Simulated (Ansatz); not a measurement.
Two isomers of C3H10BN: A = `CC(C)BN`, B = `CBN(C)C`.

Isolated molecules relaxed with PBE0-D4/def2-TZVP in Ansatz; ΔE leaves out vibrations. CBS: MP2 limit from def2 TZ/QZ plus the TZ coupled-cluster correction, frozen cores. Functionals use def2-TZVPP. B3LYP here is the variant with VWN-RPA as its local correlation; programs differ in this. Each species was taken in one conformer, which may not be the lowest.

(1) Which is lower in electronic energy at CCSD(T)/CBS, and by how much? (An estimate is asked.)

(2) Give E(B) − E(A) in kJ/mol with B2PLYP, MP2/def2-TZVPP, B3LYP, PBE-D4, CCSD(T)/def2-SVP, LDA (SPW92), CCSD(T)/def2-TZVPP. (Best estimate.)

(3) Does the order hold for the free energy at 298.15 K (harmonic terms from PBE0-D4)? (An estimate is asked.)

Largest T1 diagnostic: 0.012.

Answers

(1) The calculation gave: A, by 45.1 kJ/mol.

(2) Ansatz gave: B2PLYP 41.6, MP2/def2-TZVPP 46.9, B3LYP 39.0, PBE-D4 38.8, CCSD(T)/def2-SVP 38.0, LDA (SPW92) 33.6, CCSD(T)/def2-TZVPP 43.6. None reverses the order clearly.

(3) Computed: Yes: G(B) − G(A) = +43.1 kJ/mol, for one conformer each. Modes under 60 cm⁻¹, often nearly free rotors, make the harmonic entropy too high.

From BLYP to BHLYP (50 % exact exchange), in def2-TZVPP and without D4, E(B) − E(A) moves by +4.9 kJ/mol. At CCSD(T), def2-SVP lies −7.1 kJ/mol from the extrapolated value and def2-TZVPP −1.6 kJ/mol.
